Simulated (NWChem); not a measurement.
Species: C2H5FGe; SMILES C=[CH][GeH2][F]

```xyz
9

Ge    -0.3398    -0.5666     0.0000
F      1.3984    -0.8203     0.0000
C     -0.5568     1.3629     0.0000
C      0.5070     2.1714     0.0000
H     -0.8901    -1.2526    -1.2759
H     -0.8901    -1.2526     1.2759
H     -1.5630     1.7821     0.0000
H      0.4112     3.2563     0.0000
H      1.5193     1.7748     0.0000
```
Atoms are numbered in this order, from 1.

All runs: NWChem. Coordinates come from a B3LYP/6-31G* (spherical d) optimisation.

### Question
Taking Hartree-Fock/pcseg-2 as the yardstick, which of these has the fewest basis functions while keeping “highest occupied level (eV)” within 0.1 eV of it: Hartree-Fock/pcseg-1; Hartree-Fock/aug-pcseg-1; Hartree-Fock/def2-SVP; Hartree-Fock/STO-3G?

### Answer
Hartree-Fock/pcseg-1.
```json
[
 {"level": "Hartree-Fock/STO-3G", "basis functions": "38", "highest occupied level (eV)": "-8.61"},
 {"level": "Hartree-Fock/pcseg-1", "basis functions": "94", "highest occupied level (eV)": "-10.63"},
 {"level": "Hartree-Fock/def2-SVP", "basis functions": "99", "highest occupied level (eV)": "-10.62"},
 {"level": "Hartree-Fock/aug-pcseg-1", "basis functions": "150", "highest occupied level (eV)": "-10.57"},
 {"level": "Hartree-Fock/pcseg-2", "basis functions": "203", "highest occupied level (eV)": "-10.60"}
]
```

The yardstick is one finite set, not the basis-set limit.
